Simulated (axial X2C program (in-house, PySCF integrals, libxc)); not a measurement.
How long does SiSe⁺ take?

A bond scan computed with an in-house relativistic program for diatomic molecules. Basis: Se dyall-cv3z [8s9p6d4f1g], Si dyall-v3z [8s7p2d1f] (cores contracted in-house).

Input:
```json
{
 "zs": [
  34,
  14
 ],
 "q": 1,
 "bas": [
  "dyall-cv3z",
  "dyall-v3z"
 ],
 "levels": [
  "PBE0",
  "HF",
  "B3LYP"
 ],
 "cc": true,
 "r0": 2.14,
 "thr": -2.0,
 "nmax": 90,
 "npts": 10,
 "nst": 2,
 "ntry": 6
}
```
```bash
python so2c.py task.json out
```

Keys: zs atomic numbers; q charge; bas basis sets; levels methods; cc coupled cluster on or off; r0 starting distance in Å; thr threshold in hartree for freezing inner shells (an s shell follows its p shell); nmax most natural virtual spinors; npts points on the curve; nst determinants followed; ntry starts of the search. HF also brings MP2.

Hardware: 1 thread of Intel(R) Xeon(R) Processor @ 2.50GHz (Skylake/Cascade Lake), on a shared host.

Wall time of one point of each curve, integrals apart:

```tsv
Hamiltonian	level	points	seconds a point
spin-free	PBE0	10	1.1
spin-free	HF	10	0.79
spin-free	CCSD(T) (9 electrons, 90 virtuals)	7	12
spin-free	B3LYP	10	1.2
2c	PBE0	10	1.4
2c	HF	10	1.4
2c	CCSD(T) (9 electrons, 90 virtuals)	7	14
2c	B3LYP	10	1.4
```

The rest:

Search with its distance optimisation 56 s, atoms 39 s, whole task 370 s. Coupled cluster runs on the points near the minimum only. The program drops outer points, and coupled cluster, when its time limit (not in the input) nears; MP2, further determinants and curves that did not converge are not in the table.
